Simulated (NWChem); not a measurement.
Molecule: CH$_{2}$Cl$_{2}$F$_{2}$Si; SMILES FC[Si](F)(Cl)Cl

```xyz
8

F     -0.9846    -2.4136    -0.0622
C     -1.3437    -1.1323    -0.3957
Si    -0.0757     0.1006     0.2317
F     -0.0280     0.0868     1.8410
Cl     1.7945    -0.3300    -0.4500
Cl    -0.6498     1.9687    -0.3658
H     -2.3307    -0.8929     0.0406
H     -1.4382    -1.0415    -1.4926
```
Atoms are numbered in this order, from 1.

STO-3G and 3-21G are far too small for this property and stand as cheap habits. Coordinates come from a PBE0/def2-SVP optimisation.

Q: Give the principal values of the shielding tensors (ppm) of F1, C2, Si3, F4, Cl5 from Hartree-Fock/STO-3G, GIAO (NWChem), with their diamagnetic and paramagnetic parts as GIAO splits them.

A: 
```tsv
atom	σ11	σ22	σ33	isotropic	diamagnetic	paramagnetic
F1	450.1	517.2	528.9	498.7	455.3	43.4
C2	171.7	181.6	247.6	200.3	249.9	-49.6
Si3	541.3	544.8	589.6	558.5	866.0	-307.5
F4	405.6	583.4	630.2	539.8	455.2	84.5
Cl5	1099.3	1234.8	1272.9	1202.3	1129.5	72.8
```
